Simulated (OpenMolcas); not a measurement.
# How methods differ on CH3Cl2Si (SMILES [CH2][SiH](Cl)Cl)

CH3Cl2Si: 7 atoms, total charge 0, spin state doublet. As SMILES, `[CH2][SiH](Cl)Cl`. The shape is that of a PBE0-D4/def2-TZVP optimisation. This is one conformer, not always the lowest.

Each level gives the vertical energy of the quartet above the doublet (eV). The values are calculated.

```tsv
level	kind	program	value (eV)	CPU time (all runs)
UHF/6-31G* (spherical functions)	Hartree–Fock	OpenMolcas	8.44	93 s
U-revPBE/6-31G* (spherical functions)	GGA	OpenMolcas	7.07	2 min
UBLYP/6-31G* (spherical functions)	GGA	OpenMolcas	7.07	2 min
UM06-L/6-31G* (spherical functions)	meta-GGA	OpenMolcas	7.71	2.6 min
UB3LYP/6-31G* (spherical functions)	global hybrid	OpenMolcas	7.56	2.3 min
UBHLYP/6-31G* (spherical functions)	global hybrid	OpenMolcas	8.27	3.2 min
UM06-2X/6-31G* (spherical functions)	hybrid meta-GGA	OpenMolcas	8.04	2.7 min
UB3LYP/6-31G* (Cartesian functions)	global hybrid	OpenMolcas	7.56	2.5 min
```

The values span 7.07 to 8.44 eV. UBHLYP/6-31G* (spherical functions) lies far from functionals of the same kind, perhaps in another electronic state. Times are those of the runs behind each value, whatever else they computed, on shared processors of several kinds: orders of magnitude only.
